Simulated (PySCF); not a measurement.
Radial density of Cs⁻ (caesium, charge -1)

UHF, [Xe] 6s2, closed-shell 1S. All numbers are calculated (PySCF 2.14, a scalar-relativistic core potential, in def2-QZVPPD with the def2 core potential (46 electrons)). This is the valence pseudo-density: the core potential removes the inner electrons and smooths the orbitals near the nucleus.

| r (bohr) | 4πr²ρ (e/bohr) |
| --- | --- |
| 0.187 | 1.537e-05 |
| 0.314 | 0.0001586 |
| 0.529 | 0.008975 |
| 0.890 | 0.6663 |
| 1.50 | 4.954 |
| 2.52 | 2.709 |
| 4.23 | 0.3580 |
| 7.12 | 0.2419 |
| 12.0 | 0.09631 |
| 20.1 | 0.001849 |

Energies and moments cover only the electrons outside the core potential. Spin-orbit coupling, which splits the p, d and f shells strongly at this Z, is absent. The outer electron is barely bound at this level, so radii and moments hang on the diffuse functions.
